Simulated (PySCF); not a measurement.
PySCF input for F2OS, SMILES O=S(F)F, TDDFT-CAM-B3LYP/def2-SVPD. The structure is a stationary point at PBE0-D3(BJ)/def2-TZVP.

```python
import numpy as np
from pyscf import gto, scf, dft, tdscf

mol = gto.M(
    atom='''
    O     1.36429133    0.34683948   -0.00000002
    S     0.15986247   -0.40337514   -0.00000000
    F    -0.74845166    0.20440480    1.15199157
    F    -0.74845170    0.20440480   -1.15199156
    ''',
    basis='def2-SVPD',
    charge=0,
    spin=0,
    symmetry=True,
    max_memory=1600,
    verbose=4,
)
mf = dft.RKS(mol, xc='cam-b3lyp').density_fit(auxbasis='def2-universal-jkfit')
mf.grids.level = 3
mf.conv_tol = 1e-9
mf.max_cycle = 100
mf.kernel()
mf.grids = dft.Grids(mol).set(level=1).build(with_non0tab=True)  # coarser grid for the response kernel
td = tdscf.TDDFT(mf)
td.singlet = True
td.nstates = 10
td.conv_tol = 1e-4
td.positive_eig_threshold = 1e-6
td.kernel(x0=td.get_init_guess(mf, 15))
td.analyze()
tt = tdscf.TDA(mf)
tt.singlet = False
tt.nstates = 4
tt.conv_tol = 1e-4
tt.positive_eig_threshold = 1e-6
tt.kernel(x0=tt.get_init_guess(mf, 9))
tt.analyze(verbose=3)
```

Program output:

```
PySCF version 2.14.0

[INPUT] verbose = 4
[INPUT] num. atoms = 4
[INPUT] num. electrons = 42
[INPUT] charge = 0
[INPUT] spin (= nelec alpha-beta = 2S) = 0
[INPUT] symmetry True subgroup None
[INPUT] Mole.unit = angstrom
[INPUT] Symbol           X                Y                Z      unit          X                Y                Z       unit  Magmom
[INPUT]  1 O      1.364291330000   0.346839480000  -0.000000020000 AA    2.578136967819   0.655431626387  -0.000000037795 Bohr   0.0
[INPUT]  2 S      0.159862470000  -0.403375140000   0.000000000000 AA    0.302096285896  -0.762268540058   0.000000000000 Bohr   0.0
[INPUT]  3 F     -0.748451660000   0.204404800000   1.151991570000 AA   -1.414368654876   0.386269090546   2.176948565108 Bohr   0.0
[INPUT]  4 F     -0.748451700000   0.204404800000  -1.151991560000 AA   -1.414368730465   0.386269090546  -2.176948546210 Bohr   0.0

nuclear repulsion = 193.926065729884
point group symmetry = Cs
symmetry origin: [-3.59947835e-09 -2.11471052e-17 -3.14954353e-09]
symmetry axis x: [ 1.00000000e+00 -2.99209690e-09  8.63377613e-08]
symmetry axis y: [2.99209674e-09 1.00000000e+00 1.89568055e-09]
symmetry axis z: [-8.63377613e-08 -1.89568035e-09  1.00000000e+00]
num. orbitals of irrep A' = 58
num. orbitals of irrep A" = 38
number of shells = 38
number of NR pGTOs = 144
number of NR cGTOs = 96
basis = def2-SVPD
ecp = {}


[settings echo left out]
init E= -673.464996025291
HOMO (A') = -0.353188303437377  LUMO (A") = -0.0480229303752555  gap/eV = 8.30397
cycle= 1 E= -672.500800979021  delta_E= 0.964  |g|= 0.981  |ddm|= 2.49
HOMO (A') = -0.342925519385915  LUMO (A") = -0.0504835638260142  gap/eV = 7.95775
cycle= 2 E= -672.231695697912  delta_E= 0.269  |g|= 1.57  |ddm|=  1.9
HOMO (A') = -0.432026126198619  LUMO (A") = -0.0264635980240362  gap/eV = 11.03592
cycle= 3 E= -672.678449479203  delta_E= -0.447  |g|= 0.222  |ddm|=  1.2
HOMO (A') = -0.416104710257004  LUMO (A") = -0.0156618113226683  gap/eV = 10.89661
cycle= 4 E= -672.68657427017  delta_E= -0.00812  |g|= 0.0641  |ddm|= 0.173
HOMO (A') = -0.415175281718001  LUMO (A") = -0.011766639213179  gap/eV = 10.97731
cycle= 5 E= -672.687227299698  delta_E= -0.000653  |g|= 0.0113  |ddm|= 0.0504
HOMO (A') = -0.417172304558157  LUMO (A") = -0.0128828950901929  gap/eV = 11.00128
cycle= 6 E= -672.687250663584  delta_E= -2.34e-05  |g|= 0.00135  |ddm|= 0.00979
HOMO (A') = -0.416912876537408  LUMO (A") = -0.0125765109858724  gap/eV = 11.00255
cycle= 7 E= -672.687251391231  delta_E= -7.28e-07  |g|= 0.000343  |ddm|= 0.00274
HOMO (A') = -0.416977490380644  LUMO (A") = -0.0126486995256099  gap/eV = 11.00235
cycle= 8 E= -672.687251448021  delta_E= -5.68e-08  |g|= 9.51e-05  |ddm|= 0.000838
HOMO (A') = -0.416972377357173  LUMO (A") = -0.0126465423854847  gap/eV = 11.00227
cycle= 9 E= -672.687251453063  delta_E= -5.04e-09  |g|= 1.68e-05  |ddm|= 0.000226
HOMO (A') = -0.41697224724625  LUMO (A") = -0.0126455424217617  gap/eV = 11.00229
cycle= 10 E= -672.687251453307  delta_E= -2.44e-10  |g|= 5.39e-06  |ddm|= 5.46e-05
HOMO (A') = -0.416972834316137  LUMO (A") = -0.0126452235939816  gap/eV = 11.00231
Extra cycle  E= -672.687251453303  delta_E= 3.52e-12  |g|= 7.14e-06  |ddm|= 1.04e-05
converged SCF energy = -672.687251453303
tot grids = 22096
Overwritten attributes  positive_eig_threshold  of <class 'pyscf.tdscf.rks.TDDFT'>


******** <class 'pyscf.tdscf.rks.TDDFT'> for <class 'pyscf.df.df_jk.DFSymAdaptedRKS'> ********
nstates = 10 singlet
deg_eia_thresh = 1.000e-03
wfnsym = None
conv_tol = 0.0001
eigh lindep = 1e-12
eigh level_shift = 0
eigh max_cycle = 100


Excitation energies (eV)
[ 6.72972287  7.96103691  8.74205984  9.06865034  9.12292939  9.47600721
  9.51951888 10.05493035 10.25856633 10.44648027]

** Singlet excitation energies and oscillator strengths **
Excited State   1:   A"      6.72972 eV    184.23 nm  f=0.0321
      19 -> 22       -0.10574
      21 -> 22        0.68490
Excited State   2:   A'      7.96104 eV    155.74 nm  f=0.0118
      20 -> 22       -0.44410
      21 -> 23       -0.51627
      21 -> 27        0.15750
Excited State   3:  ???      8.74206 eV    141.82 nm  f=0.0132
      19 -> 22        0.66941
      19 -> 26       -0.10346
      20 -> 23       -0.14136
      21 -> 22        0.10225
Excited State   4:   A'      9.06865 eV    136.72 nm  f=0.1128
      19 -> 23       -0.13287
      19 -> 25        0.11150
      20 -> 22        0.46355
      21 -> 23       -0.42298
      21 -> 24       -0.16569
      21 -> 25       -0.10146
Excited State   5:   A"      9.12293 eV    135.90 nm  f=0.0033
      19 -> 22       -0.14252
      20 -> 23       -0.64748
      20 -> 27        0.22453
Excited State   6:   A'      9.47601 eV    130.84 nm  f=0.1056
      21 -> 24       -0.14553
      21 -> 25        0.61806
      21 -> 27        0.10696
      21 -> 28        0.23380
Excited State   7:   A'      9.51952 eV    130.24 nm  f=0.0738
      19 -> 23        0.13122
      20 -> 22       -0.12947
      21 -> 24       -0.65236
      21 -> 25       -0.10906
Excited State   8:  ???     10.05493 eV    123.31 nm  f=0.0003
      18 -> 22        0.58368
      19 -> 23        0.34164
      19 -> 27       -0.10960
Excited State   9:  ???     10.25857 eV    120.86 nm  f=0.0538
      17 -> 22        0.13319
      18 -> 22       -0.36883
      19 -> 23        0.51623
      19 -> 27       -0.17595
      20 -> 22        0.12719
Excited State  10:  ???     10.44648 eV    118.69 nm  f=0.0342
      20 -> 24       -0.12403
      20 -> 25       -0.15933
      21 -> 22       -0.10257
      21 -> 26       -0.65200

** Transition electric dipole moments (AU) **
state          X           Y           Z        Dip. S.      Osc.
  1         0.0000     -0.0000      0.4413      0.1947      0.0321
  2        -0.2133      0.1230      0.0000      0.0606      0.0118
  3        -0.0000      0.0000      0.2483      0.0616      0.0132
  4        -0.6998     -0.1343      0.0000      0.5078      0.1128
  5        -0.0000      0.0000     -0.1219      0.0149      0.0033
  6        -0.0963      0.6677      0.0000      0.4551      0.1056
  7         0.5322      0.1822     -0.0000      0.3164      0.0738
  8        -0.0332     -0.0042     -0.0000      0.0011      0.0003
  9        -0.1149     -0.4482     -0.0000      0.2141      0.0538
 10         0.0000     -0.0000     -0.3656      0.1337      0.0342

** Transition velocity dipole moments (imaginary part, AU) **
state          X           Y           Z        Dip. S.      Osc.
  1         0.0000     -0.0000      0.1194      0.0143      0.0384
  2        -0.0692      0.0397      0.0000      0.0064      0.0145
  3        -0.0000     -0.0000      0.0816      0.0067      0.0138
  4        -0.2453     -0.0422      0.0000      0.0620      0.1239
  5         0.0000      0.0000     -0.0307      0.0009      0.0019
  6        -0.0245      0.2306     -0.0000      0.0538      0.1029
  7         0.1923      0.0611     -0.0000      0.0407      0.0776
  8        -0.0040     -0.0006     -0.0000      0.0000      0.0000
  9        -0.0465     -0.1539     -0.0000      0.0258      0.0457
 10        -0.0000     -0.0000     -0.1376      0.0189      0.0329

** Transition magnetic dipole moments (imaginary part, AU) **
state          X           Y           Z
  1         1.1900     -0.0872      0.0000
  2        -0.0000     -0.0000      0.5426
  3         0.6105     -0.3615      0.0000
  4        -0.0000     -0.0000      1.3930
  5        -0.2386     -0.3657     -0.0000
  6         0.0000      0.0000     -0.3085
  7         0.0000      0.0000     -0.4581
  8         0.0000     -0.0000     -0.1929
  9        -0.0000     -0.0000     -0.0707
 10         0.0663     -0.2846      0.0000
Overwritten attributes  positive_eig_threshold  of <class 'pyscf.tdscf.rks.TDA'>


******** <class 'pyscf.tdscf.rks.TDA'> for <class 'pyscf.df.df_jk.DFSymAdaptedRKS'> ********
nstates = 4 triplet
deg_eia_thresh = 1.000e-03
wfnsym = None
conv_tol = 0.0001
eigh lindep = 1e-12
eigh level_shift = 0
eigh max_cycle = 100


Excitation energies (eV)
[5.55662299 6.79011897 6.97412017 7.98007416]

** Triplet excitation energies and oscillator strengths **
Excited State   1:   A"      5.55662 eV    223.13 nm  f=0.0000
Excited State   2:   A'      6.79012 eV    182.60 nm  f=0.0000
Excited State   3:   A'      6.97412 eV    177.78 nm  f=0.0000
Excited State   4:   A"      7.98007 eV    155.37 nm  f=0.0000
```

The calculation finished and met its thresholds.

Cost: about 40 core-seconds (a rough figure).
